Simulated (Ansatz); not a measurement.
`C[B](Cl)[InH2]` + H₂ → `C[BH][InH2]` + HCl at 400 K and 1 bar (hydrogenolysis of a B–Cl bond).

Program: Ansatz. Geometries: PBE0-D4/def2-TZVP. ΔE: electronic, gas phase. CBS: MP2 limit from def2 TZ/QZ plus the TZ coupled-cluster correction, frozen cores. This one scheme is used for every species. def2 core potentials past Kr. For In outer-core shells are correlated without core-valence functions, which leaves a few kJ/mol of doubt a bond.

```tsv
species	CCSD(T)/CBS energy (Eh)	H − E (kJ/mol)	S (J/(mol·K))
`C[B](Cl)[InH2]`	-715.45322	172.0	401.9
H₂	-1.17544	38.0	139.0
`C[BH][InH2]`	-256.21482	185.2	360.2
HCl	-460.38127	29.6	195.4
```

H − E and S are ideal-gas, rigid-rotor, harmonic terms from PBE0-D4/def2-TZVP, for one conformer and one mirror image of each species. The MP2-based limit puts H₂ 0.8 mEh under its directly extrapolated value; such offsets cancel only in part. 1 Eh = 2625.50 kJ/mol, R = 8.31446 J/(mol·K).

By hand: ΔE, ΔH, ΔS and ΔG.

ΔE = (-256.21482) + (-460.38127) − (-715.45322) − (-1.17544) = 0.03257 Eh = 85.5 kJ/mol. Δ(H − E) = 185.2 + 29.6 − 172.0 − 38.0 = 4.8, so ΔH = 90.3 kJ/mol. ΔS = 360.2 + 195.4 − 401.9 − 139.0 = 14.7 J/(mol·K). ΔG = 90.3 − 400 × (14.7)/1000 = 84.4 kJ/mol.

By hand: the equilibrium constant, and the temperature at which ΔG would vanish if ΔH and ΔS stayed fixed.

log₁₀ K = −ΔG/(RT ln 10) = -11.0. ΔG = 0 at ΔH/ΔS = 6143 K, far beyond where these terms or the molecules hold.

The number of gas molecules stays the same, so ΔS is small and ΔH decides. A doubt of 5 kJ/mol in ΔE shifts log₁₀ K by 0.7 here. Other conformers and mirror images would add mixing entropy, several J/(mol·K) or more a flexible species. These are equilibria of isolated gas molecules and say nothing of rates. Largest T1 diagnostic: 0.014 (customary marks: 0.02 for closed shells, 0.045 for open ones).
